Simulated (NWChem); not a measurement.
System: C6H5F; SMILES Fc1ccccc1

Program: NWChem. Medium grid unless said otherwise, to which SCAN and Minnesota functionals are sensitive. The geometry was optimised at PBE0/def2-SVP. Total energies of different functionals are on different scales.

```json
[
 {"level": "B3LYP/def2-SVP", "energy (Ha)": "-331.2440", "highest occupied level (eV)": "___", "orbital gap (eV)": "___", "dipole (D)": "1.32"},
 {"level": "PBE/def2-SVP", "energy (Ha)": "-330.8498", "highest occupied level (eV)": "-6.02", "orbital gap (eV)": "4.75", "dipole (D)": "1.11"},
 {"level": "B97-D/def2-SVP", "energy (Ha)": "-331.0210", "highest occupied level (eV)": "-5.97", "orbital gap (eV)": "4.79", "dipole (D)": "1.19"},
 {"level": "SCAN/def2-SVP", "energy (Ha)": "-331.1039", "highest occupied level (eV)": "-6.29", "orbital gap (eV)": "5.11", "dipole (D)": "1.29"},
 {"level": "LDA (Slater exchange, PW92)/def2-SVP", "energy (Ha)": "-328.4743", "highest occupied level (eV)": "-6.21", "orbital gap (eV)": "4.72", "dipole (D)": "1.17"},
 {"level": "TPSS/def2-SVP", "energy (Ha)": "-331.2973", "highest occupied level (eV)": "-6.03", "orbital gap (eV)": "4.92", "dipole (D)": "1.19"},
 {"level": "MN15/def2-SVP", "energy (Ha)": "-330.8357", "highest occupied level (eV)": "-7.75", "orbital gap (eV)": "7.95", "dipole (D)": "1.39"},
 {"level": "BP86/def2-SVP", "energy (Ha)": "-331.2370", "highest occupied level (eV)": "-6.11", "orbital gap (eV)": "4.75", "dipole (D)": "1.14"},
 {"level": "BLYP/def2-SVP", "energy (Ha)": "-331.1274", "highest occupied level (eV)": "-5.79", "orbital gap (eV)": "4.74", "dipole (D)": "1.12"},
 {"level": "M06/def2-SVP", "energy (Ha)": "-331.0241", "highest occupied level (eV)": "-7.21", "orbital gap (eV)": "6.77", "dipole (D)": "1.40"}
]
```

What belongs in the gaps?


- B3LYP/def2-SVP, highest occupied level (eV): -6.87
- B3LYP/def2-SVP, orbital gap (eV): 6.33
